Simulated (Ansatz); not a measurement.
System: SnBr2, net charge 0, singlet state. 
Structure (B3LYP-D3(BJ)/def2-TZVP (Ansatz, a quantum-chemistry and plane-wave program) minimum search):
```
Sn
Br 1 2.5459
Br 1 2.5459 2 99.79
```

Property: vertical triplet-singlet gap (E(triplet) - E(singlet); each state is the SCF solution reached for its spin), in kJ/mol. Cores are frozen in the correlated levels unless marked. UHF or UKS for open shells. Spin-orbit coupling is left out. The frozen core is the preceding noble-gas configuration, with the filled d and f shells of earlier blocks. Past Kr the def2 sets carry scalar-relativistic core potentials. CBS(X,Y): correlation extrapolated as X^-3; Hartree-Fock from the larger set. The bracket is a focal-point correction in the basis named.

| level | program | vertical triplet-singlet gap (kJ/mol) | minus last row |
|---|---|---|---|
| r2SCAN/def2-TZVPD | Ansatz | 245.8 | -5.9 |
| B3LYP/def2-TZVPD | Ansatz | 261.8 | 10.1 |
| BHLYP/def2-TZVPD | Ansatz | 256.5 | 4.8 |
| wB97X-V/def2-TZVPD | Ansatz | 265.5 | 13.8 |
| MP2/def2-SVPD | Ansatz | 243.4 | -8.3 |
| RI-MP2/CBS(def2-TZVPPD,def2-QZVPPD) | Ansatz | 252.8 | 1.1 |
| SCS-MP2/def2-SVPD | Ansatz | 249.3 | -2.4 |
| CCSD/def2-SVPD | Ansatz | 242.6 | -9.1 |
| CCSD(T)/def2-SVPD | Ansatz | 244.3 | -7.4 |
| RI-MP2/CBS(def2-TZVPPD,def2-QZVPPD)+[CCSD(T)-MP2]/def2-TZVPPD | Ansatz | 251.7 | 0.0 |
